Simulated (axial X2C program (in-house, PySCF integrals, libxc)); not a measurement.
## Low determinants of CuH at the PBE0 level, two-component

All values were computed with an axial X2C code built on PySCF integrals. Two-component (2c) means X2C with spin–orbit coupling and atomic mean-field two-electron Coulomb and Gaunt terms. Basis: Cu dyall-cv3z [9s9p6d3f2g], H dyall-v3z [6s2p1d] (cores contracted in-house); Gaussian nuclei, density fitting, unrestricted open shells. Masses: Cu 62.930 u, H 1.008 u.

Search at 1.440 Å (vertical energies from the lowest determinant):

```csv
ΔE (eV),state,electrons beyond evenly filled partner blocks,"electrons in ±ω = 1/2, 3/2, 5/2, 7/2"
0.00,Ω = 0,none,20 8 2 0
2.22,Ω = 1,2 × ω = 1/2,20 8 2 0
3.11,Ω = 2,"ω = 1/2, ω = 3/2",21 7 2 0
3.23,Ω = 1,"ω = -1/2, ω = 3/2",21 7 2 0
3.31,Ω = 3,"ω = 1/2, ω = 5/2",21 8 1 0
3.38,Ω = 2,"ω = -1/2, ω = 5/2",21 8 1 0
4.72,Ω = 2,"ω = 1/2, ω = 3/2",19 9 2 0
```

Lowest determinant, Ω = 0 (closed shell): Re = 1.460 Å, ωe = 1961.0 cm⁻¹.

The determinant in row 2 of the search, Ω = 1 (⟨Sz⟩ = 1.00, ⟨Lz⟩ = 0.00 at PBE0), was followed along the bond at PBE0; measured from the minimum of the lowest determinant it gives:

Te = 2.149 eV (17330 cm⁻¹), Re = 1.549 Å, ωe = 1671.1 cm⁻¹.

Q: Compare the bond of the determinant in row 2 with that of the lowest one.

A: At PBE0 its Re is 0.089 Å longer and its force constant, which goes as ωe², is 0.73 times that of the lowest determinant. T0 ≈ Te + Δωe/2 = 17330 + (-145) = 17185 cm⁻¹.

The search compares states at one distance, so a state with another bond length can lie lower; it is not exhaustive and yields mostly the lowest determinant of each block pattern, so other components and higher states of one pattern are missing. These are energies of single determinants, not of spin-adapted states; PBE0 term energies can be off by some tenths of an eV, and the functional has no current term. Open-shell Ω = 0 determinants with evenly filled partner blocks cannot be reached by this program, so the Ω shown need not be the lowest component.
